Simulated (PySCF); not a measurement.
## Correlation energy of O³⁺ (oxygen, charge +3)

[He] 2s2 2p1, 2P determinant. All numbers are calculated (PySCF 2.14, the non-relativistic Hamiltonian (point nucleus), in aug-cc-pwCVTZ (7s6p4d2f, 59 functions)). Frozen: nothing; 5 electrons correlated.

```csv
level,correlation energy (mhartree)
CCSD,-141.18
(T),-1.49
CCSD(T),-142.67
```

Diagnostics: T1 = 0.0045, D1 = 0.0109, largest double amplitude 0.133.

Task: Is a single reference adequate?

Result: Mostly. T1 lies below 0.03, but a double amplitude of this size points to a near-degeneracy that CCSD handles and MP2 describes poorly.
